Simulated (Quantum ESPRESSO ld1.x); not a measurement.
The hafnium ion Hf4+, 68 electrons, occupied as [Xe] 4f14 (the NIST ground configuration). Calculated with ld1.x of Quantum ESPRESSO 7.5: Dirac Kohn-Sham, PW91, spin-unpolarised, spherical densities, point nucleus.

Radial electron density D(r) = 4 pi r^2 rho(r):

r (bohr)   D(r) (e/bohr)
0.000697           3.944
0.0009223          6.147
0.001211           9.364
0.001602           14.25
0.002102           21.05
0.002782           30.72
0.003681           43.44
0.004831           58.47
0.006392           75.30
0.00839            90.15
0.0111             99.81
0.01469            100.6
0.01928            94.31
0.02551            89.59
0.03348            97.66
0.0443             118.4
0.05862            130.8
0.07694            117.9
0.1018             100.9
0.1336             110.6
0.1768             116.9
0.2339             82.29
0.3071             59.01
0.4063             69.48
0.5333             61.35
0.7056             34.36
0.9336             19.04
1.225              11.83
1.621              5.096
2.128              1.230
2.816             0.1342
3.726           0.005158

D(r) has 4 maxima, at r = 0.0130, 0.0586, 0.163, 0.437 bohr, and minima at 0.0253, 0.106, 0.310 bohr, inside which lie 2.02, 11.15, 29.88 electrons.
